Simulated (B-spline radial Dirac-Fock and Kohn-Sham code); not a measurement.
# Cross section and asymmetry of the 4f5/2 subshell of Dy⁷⁺

System: dysprosium as Dy⁷⁺, configuration [Kr] 4d10 4f9 5s2 5p2. The computed 4f5/2 threshold is 110.7 eV; without correlation, outer thresholds are uncertain by 1 to 2 eV. With an open shell the threshold is an average over the terms of the final ion.

The run's input, task.json:

```json
{"items": [{
  "Z": 66,
  "q": 7,
  "cfg": [[1, 0, 2], [2, 0, 2], [2, 1, 6], [3, 0, 2], [3, 1, 6], [3, 2, 10], [4, 0, 2], [4, 1, 6], [4, 2, 10], [4, 3, 9], [5, 0, 2], [5, 1, 2]],
  "A": 164,
  "rrms": 5.2218,
  "do": ["binding", "quiet", "photo", "scan"],
  "hv": [25.5, 27.4, 47.7, 57.8, 81.4, 101.0, 131.0, 151.0, 224.0, 253.0, 266.0, 382.0, 796.0, 1110.0, 1670.0, 1870.0, 3380.0, 5180.0, 6340.0, 9970.0, 27400.0, 27900.0, 113000.0]
}]}
```

Launch: `python xray_run.py task.json out`

Model: independent-particle photoionisation in a Dirac-Hartree-Slater potential with a Latter tail, all multipoles, thresholds from Dirac-Fock ΔSCF. Program: a radial finite-basis atomic code. Interchannel coupling and autoionising resonances are not included, so magnitudes near threshold are approximate.

Q: How do σ and β run from threshold to 400 eV kinetic energy?

A: The cross section shows no minimum in this range. Its largest value, 2.90 Mb, lies 9 eV above threshold, delayed by the centrifugal barrier of the l+1 channel. β ranges from 0.39 (at 42.8 eV) to 0.87.

```csv
kinetic energy (eV),σ (Mb),β
1.5,2.88,0.69
2.3,2.89,0.66
3.7,2.89,0.63
5.7,2.90,0.58
9.0,2.90,0.53
14.0,2.89,0.48
21.9,2.85,0.43
34.2,2.73,0.40
53.5,2.48,0.39
83.7,2.09,0.43
130.9,1.58,0.51
204.6,1.04,0.64
319.9,0.548,0.79
```

Run: 9.4 s of CPU time on 1 thread of AMD EPYC 7R43 64-Core Processor (shared host), peak memory 0.36 GiB.
